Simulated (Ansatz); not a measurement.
The first iterations of a band of AlBrF2H2 (6 atoms, charge 0, multiplicity 1).

Theory: RKS B3LYP/def2-SVP in Ansatz 0.2.0.

```
movable images  : 6
climbing image  : no
spring          : 5.0 eV/Å²
optimiser       : quadratic models (default)
start path      : through a guess of the saddle point
force threshold : 0.05 eV/Å
iteration limit : 60
end points      : relaxed
```

Image 0:

```xyz
6
Properties=species:S:1:pos:R:3
Al -0.022 0.051 0.026
F 0.004 0.408 1.666
F 1.443 0.136 -0.758
H -1.362 0.096 -0.775
Br 0.067 -2.619 0.949
H 0.149 -1.830 2.147
```

Image 7:

```xyz
6
Properties=species:S:1:pos:R:3
Al -0.025 -0.443 -0.102
F 0.051 -0.024 1.855
F 1.443 0.170 -0.598
H -1.366 0.155 -0.633
Br 0.049 -2.670 0.600
H 0.126 -0.945 2.132
```

| iteration | highest image above the first end (eV) | largest band force component (eV/Å) |
| --- | --- | --- |
| 1 | 0.818 | 2.141 |
| 2 | 0.268 | 1.713 |

Problem. Does the band converge within its limit, and where does its top end?

Solution. The run converged. It ended after 7 iterations with the highest image 0.152 eV above the first end. No image climbed, so the highest image needn't sit at the top of the path. The orbitals stay closed-shell, which can raise the energy where a bond breaks towards radicals; this wasn't checked here.

Time of the run: 60 s on 2 threads of Intel(R) Xeon(R) Platinum 8488C (Sapphire Rapids) (shared host), peak memory 0.21 GiB.
